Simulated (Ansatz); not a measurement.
`C=[CH][AlH][NH2]` at its PBE0-D4/def2-TZVP geometry, where that method's forces vanish. The species carries charge 0 and has multiplicity 1.

```xyz
10

C    -0.3451    1.3592   -1.1293
C     0.3150    0.2044   -1.2368
Al    0.4824   -1.0646    0.2265
N    -0.2409   -0.6705    1.7917
H    -0.4377    2.0659   -1.9522
H    -0.8337    1.6638   -0.2058
H     0.7659   -0.0009   -2.2090
H     1.2384   -2.4517    0.0991
H    -0.1997   -1.2764    2.5950
H    -0.7445    0.1707    2.0207
```

(1) What forces (eV/Å) does r2SCAN-D4/def2-TZVPP give on these atoms in the Gaussian-basis code of Ansatz? (An estimate is asked.)

## Answers

(1) Computed: 
```
C1  -0.088  0.168 -0.009
C2   0.095 -0.193  0.028
Al3  0.035 -0.042 -0.040
N4   0.023 -0.005 -0.062
H5  -0.008  0.013  0.004
H6   0.001 -0.001  0.000
H7  -0.003  0.016 -0.017
H8  -0.015  0.025  0.007
H9  -0.024  0.019  0.043
H10 -0.016  0.000  0.045
```
